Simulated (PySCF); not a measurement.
Vertical excitations of a molecule C₄H₆ClF from TDDFT-B3LYP/def2-SVPD in PySCF, as energy in eV (oscillator strength): 7.02 (0.006), 7.05 (0.020), 7.35 (0.052), 7.54 (0.059), 7.70 (0.005), 7.77 (0.007), 8.06 (0.046), 8.20 (0.013), 8.32 (0.007), 8.37 (0.024). Lowest triplet (TDA): 6.36 eV. Coordinates come from a PBE-D3(BJ)/def2-SVP optimisation. One conformer was computed; it need not be the lowest.

Question: Which structure fits?
(A) FC1(CCl)CC1
(B) F[C@@H]1CC[C@H]1Cl
(C) CC/C(Cl)=C\F
(D) C[C@]1(F)C[C@H]1Cl

Answer: A, FC1(CCl)CC1
